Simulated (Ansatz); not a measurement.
Compare A (`C[SiH](C)[SiH2]F`) with its isomer B (`CC(F)[SiH2][SiH3]`).

Gas-phase electronic energies from Ansatz, PBE0-D4/def2-TZVP geometries. CCSD(T)/CBS adds triple-zeta CCSD(T) − MP2 to the extrapolated MP2 energy (def2 sets, frozen cores). Functionals use def2-TZVPP. Each species was taken in one conformer, which may not be the lowest.

A:

```xyz
14

C    -1.044   -1.225    0.953
Si   -0.484    0.300    0.015
C    -0.390   -0.031   -1.829
Si    1.597    1.029    0.817
F     2.700   -0.123    0.572
H    -2.019   -1.563    0.591
H    -0.332   -2.044    0.821
H    -1.131   -1.022    2.022
H    -1.439    1.421    0.273
H     0.342   -0.812   -2.045
H    -1.360   -0.361   -2.210
H    -0.098    0.867   -2.377
H     1.578    1.312    2.279
H     2.080    2.252    0.117
```

B:

```xyz
14

C    -1.0517    0.9283    1.8359
C    -0.2883   -0.0807    1.0137
F    -1.0859   -1.2216    0.8390
Si    0.2336    0.5373   -0.7152
Si    1.1010   -1.2268   -1.9820
H    -0.4284    1.8061    2.0256
H    -1.9545    1.2561    1.3162
H    -1.3410    0.4994    2.7988
H     0.6041   -0.4091    1.5607
H     1.2625    1.6005   -0.5295
H    -0.9486    1.1438   -1.3880
H     2.1963   -1.8949   -1.2272
H     0.0441   -2.2263   -2.2850
H     1.6569   -0.7121   -3.2630
```

Problem. Which isomer does CCSD(T)/CBS put lower? Give the gap. (An estimate is asked.)

Solution. Ansatz gave: A, by 263.6 kJ/mol.

Problem. Give E(B) − E(A) in kJ/mol with r2SCAN-D4, B2PLYP, CCSD/def2-TZVPP, PBE0-D4, CCSD(T)/def2-TZVPP, HF/def2-TZVPP, MP2/def2-TZVPP. (An estimate is asked.)

Solution. Ansatz gave: r2SCAN-D4 258.3, B2PLYP 260.8, CCSD/def2-TZVPP 259.1, PBE0-D4 252.2, CCSD(T)/def2-TZVPP 257.5, HF/def2-TZVPP 259.6, MP2/def2-TZVPP 272.9. None reverses the order clearly.

Largest T1 diagnostic: 0.012.

From PBE to PBE0 (25 % exact exchange), in def2-TZVPP and without D4, E(B) − E(A) moves by +7.6 kJ/mol.
